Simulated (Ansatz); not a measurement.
C$_{2}$H$_{4}$O$_{2}$, triplet, at a GFN2-xTB geometry (a higher spin typed on purpose: for a closed-shell molecule this is an excited state); CASSCF(6,6)/6-31G (Ansatz, a program for electronic structure).

The Ansatz input:
Ansatz 0.2 input:
```yaml
crystal:
  periodic: [false, false, false]
  atoms:
    - {symbol: C, position_ang: [-1.29320513, -0.45626548, 0.07257645]}
    - {symbol: C, position_ang: [0.08791857, 0.33701280, 0.11927012]}
    - {symbol: O, position_ang: [1.00114421, -0.36654201, 0.85167403]}
    - {symbol: O, position_ang: [0.29570502, 0.79809189, -1.06147664]}
    - {symbol: H, position_ang: [-2.03332144, 0.19541978, -0.37562111]}
    - {symbol: H, position_ang: [-1.19814183, -1.37853411, -0.50128337]}
    - {symbol: H, position_ang: [-1.50825973, -0.66284558, 1.11706052]}
    - {symbol: H, position_ang: [1.59664849, -0.89092302, 0.28718555]}
basis:
  gaussian:
    orbitals: 6-31G
hamiltonian:
  xc: hf
correlation: {active_space: {window: {electrons: 6, orbitals: 6}}}
magnetization: {spin_polarized: false, initial_magnetization: 2}
```

What the program printed (banner, timings and long lists left out):

```
Functional definition: HF
532 factors; integrals over basis functions are off by at most 2.0e-4 eV
mean field evaluation 1: about -6188.0775 eV, gradient 3.1e1 eV
mean field evaluation 2: about -6188.0873 eV, gradient 3.1e1 eV
mean field evaluation 4: about -6191.9003 eV, gradient 4.9e0 eV
mean field evaluation 8: about -6192.5960 eV, gradient 3.7e-1 eV
mean field evaluation 16: about -6192.5986 eV, gradient 2.8e-6 eV
mean field evaluation 32: about -6192.5966 eV, gradient 3.8e-1 eV
mean field -6192.59856423 eV, -227.5737997416 hartree, gradient 2.8e-6 eV, S^2 2.000000; 5 other end points of the search recorded, 0 dependent functions left out
reference -6192.59856423 eV, -227.5737997416 hartree; 17, 15 occupied and 27, 29 virtual orbitals, 532 factors
state -6194.03662179 eV, -227.6266473819 hartree
the orbitals are reached from a further start. From the first start the search ends at -6193.71542642 eV, -227.6148436697 hartree
Total energy: -6194.03662179 eV, -227.6266473819 hartree
```
